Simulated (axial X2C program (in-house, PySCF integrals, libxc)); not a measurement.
**Worked dissociation energy of TcSe: PBE, without spin–orbit coupling**

Calculated with an in-house relativistic program for diatomic molecules. Spin-free means the one-electron spin-free X2C Hamiltonian. Basis: Tc dyall-cv3z [12s12p8d5f3g], Se dyall-cv3z [8s9p6d4f1g] (cores contracted in-house); Gaussian nuclei, density fitting, unrestricted open shells. Masses: Tc 98.907 u, Se 79.917 u.

Molecular state: M_S = 5/2, Λ = 0 (beyond evenly filled blocks: σα, π+α, π-α, δ+α, δ-α).

```
E(Tc) (2M_S = 5, M_L = 0) : -4284.947366 hartree
E(Se) (2M_S = 2, M_L = 0) : -2429.567112 hartree
E(TcSe) at Re             : -6714.678181 hartree
ωe                        : 341.8 cm⁻¹
ωexe                      : 0.777 cm⁻¹
```

Problem. Work out De and D0.

Solution. De = -4284.947366 + (-2429.567112) − (-6714.678181) = 0.16370 hartree = 4.455 eV. The zero-point energy is ωe/2 − ωexe/4 = 171 cm⁻¹ = 0.021 eV, so D0 = 4.433 eV.

One determinant describes the state; a PBE0 search over occupations chose it and may have missed a lower one. Dissociation energies refer to the lowest single-determinant-based atoms at the same level and basis. Spin-free De lacks the spin–orbit lowering of the heavy p-block atom, a tenth of an eV or more for 4p and 5p, up to an eV for 6p and one to two eV for 7p atoms, less what an open-shell molecule gains itself.

Each atomic determinant is the lowest at this level and need not be a pure term. Totals compare only within one Hamiltonian and basis.
